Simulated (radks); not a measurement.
Values are calculated unless marked as measured or tabulated.
The vanadium ion V2+ inside a hard spherical wall (all orbitals vanish at R), configuration held at [Ar] 3d3 and not refilled when levels cross. Code: a radial shooting solver on a logarithmic mesh with Libxc functionals. Model: non-relativistic Kohn-Sham, PBEsol, spin-unpolarised, spherical densities, point nucleus. Eigenvalues in eV, with the zero of energy where the potential of the charges vanishes at infinity; a dash marks a level that is unbound or too diffuse for the functional's potential to be trusted. A positive occupied level is held by the wall or, in an anion where self-interaction has pushed it up, behind a barrier. The pressure on the wall is -dE/dV.

R (bohr)  E (hartree)  kinetic (hartree)    e(2p)    e(3s)    e(3p)    e(3d)  e(4s, empty)  e(4p, empty)  pressure (GPa)
free       -941.77692            940.875  -517.95  -85.398  -60.245  -21.402       -17.416       -12.699               0
15         -941.77692            940.875  -517.95  -85.398  -60.245  -21.402       -17.416       -12.699        < 0.0001
12         -941.77692            940.875  -517.95  -85.398  -60.245  -21.402       -17.416       -12.699        < 0.0001
10         -941.77692            940.875  -517.95  -85.398  -60.245  -21.402       -17.416       -12.697        < 0.0001
8          -941.77691            940.875  -517.95  -85.398  -60.244  -21.401       -17.409       -12.654        0.000553
7          -941.77686            940.876  -517.94  -85.393  -60.240  -21.397       -17.373       -12.526         0.00591
6          -941.77645            940.880  -517.91  -85.363  -60.211  -21.368       -17.198       -12.091          0.0616
3.5        -941.71209            941.267  -515.73  -83.684  -58.581  -19.431        -8.844        -0.306            25.2
2          -939.35219            952.519  -489.70  -65.805  -39.484    4.022        79.918        95.111            4130
